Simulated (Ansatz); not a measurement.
```xyz
20

C    -2.1457   -2.1658    0.5754
N    -0.8963   -1.7168   -0.0052
Hf   -0.0116    0.0878    0.3216
F    -0.0837    0.5953    2.1915
N    -0.9609    1.4430   -0.8651
C    -0.8722    2.8844   -0.7470
N     1.9062   -0.0559   -0.3475
C     3.0091   -0.6653    0.3678
H    -2.8923   -2.4248   -0.1860
H    -2.5857   -1.3725    1.1893
H    -2.0199   -3.0363    1.2311
H    -0.4622   -2.4430   -0.5582
H    -1.6167    1.1696   -1.5840
H    -1.8344    3.3495   -0.4997
H    -0.1773    3.1572    0.0546
H    -0.4968    3.3577   -1.6631
H     2.2123    0.3607   -1.2159
H     3.8017    0.0517    0.6152
H     3.4668   -1.4909   -0.1918
H     2.6596   -1.0854    1.3172
```

The species carries charge 0 and has multiplicity 1. Hf takes the def2 core potential.

(1) List the PBE/def2-TZVPP orbital energies in eV (Ansatz). (Best estimate.)

Results:

(1) Ansatz gave: Occupied: -658.42, -379.62, -379.61, -379.61, -269.38, -269.38, -269.38, -62.87, -33.08, -32.66, -32.66, -26.88, -21.09, -20.94, -20.94, -15.87, -15.85, -15.85, -11.47, -11.39, -11.39, -10.16, -10.16, -10.13, -10.04, -9.82, -9.82, -9.28, -8.89, -8.89, -7.83, -7.60, -7.60, -5.37, -5.37, -5.10. Lowest empty: -0.56, -0.43, -0.43, 0.55, 0.65, 0.65, 1.13, 1.13.
